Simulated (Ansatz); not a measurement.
A ladder of methods for GaSiH3F2 (SMILES [F][Ga]([F])[SiH3])

The species is GaSiH3F2 (7 atoms), meant as a singlet with charge 0. As SMILES, `[F][Ga]([F])[SiH3]`. Geometry: optimised at B3LYP/def2-SVP.

Quantity: the adiabatic electron affinity (to the doublet anion, shapes relaxed at B3LYP/def2-SVP, no zero-point term), in eV. The values are calculated.

The electron affinity is E(neutral) − E(anion): positive where the electron is bound.

```
           level                    kind  program  value (eV)  less CCSD(T)/def2-SVP  CPU time (all runs)
     HF/def2-SVP            Hartree–Fock   Ansatz        0.52                  -0.08                4.3 s
    PBE/def2-SVP                     GGA   Ansatz        0.85                  +0.25                  6 s
 r2SCAN/def2-SVP                meta-GGA   Ansatz        0.96                  +0.36                 16 s
  B3LYP/def2-SVP           global hybrid   Ansatz        0.91                  +0.31                8.9 s
wB97M-V/def2-SVP  range-separated hybrid   Ansatz        0.77                  +0.17                 43 s
    MP2/def2-SVP     perturbation theory   Ansatz        0.52                  -0.08                4.8 s
CCSD(T)/def2-SVP   coupled cluster or CI   Ansatz        0.60                   0.00                 56 s
```

Differences are taken from CCSD(T)/def2-SVP for orientation; it has basis-set and higher-order errors of its own. All-electron rows without a relativistic Hamiltonian named are non-relativistic. The values span 0.52 to 0.96 eV. In the correlated wave-function rows the outer d shell of Ga is correlated, in sets not made for it. In so small a basis fixed costs decide the times, and correlated methods can beat functionals. Times are those of the runs behind each value, whatever else they computed, on shared processors of several kinds: orders of magnitude only.
